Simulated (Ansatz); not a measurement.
Cartesian coordinates (Å):
```xyz
9

S     -2.3264     0.7485     0.4854
S     -0.9745    -0.6967     0.9605
C     -0.0957    -0.9298    -0.5983
S      0.9488     0.4453    -1.1222
S      2.4450     0.4047     0.2567
H     -1.5431     1.8308     0.6610
H     -0.8128    -1.0888    -1.4065
H      0.5126    -1.8278    -0.4700
H      1.8459     1.1137     1.2336
```
Charge 0, spin multiplicity 1.

Computed with frozen-core CCSD(T)/cc-pVTZ // PBE0-D3(BJ)/def2-TZVP (Ansatz, a first-principles code).

- HF energy: -1630.40201 Ha
- MP2 correlation energy: -0.87579 Ha

### Question
Estimate the CCSD correlation energy, the (T) correction, the total energy and the T1 diagnostic.

### Answer

The CCSD correlation energy is -0.94055 Ha and the (T) correction is -0.04676 Ha. The CCSD(T) total energy is -1631.38932 Ha. The T1 diagnostic is 0.012.
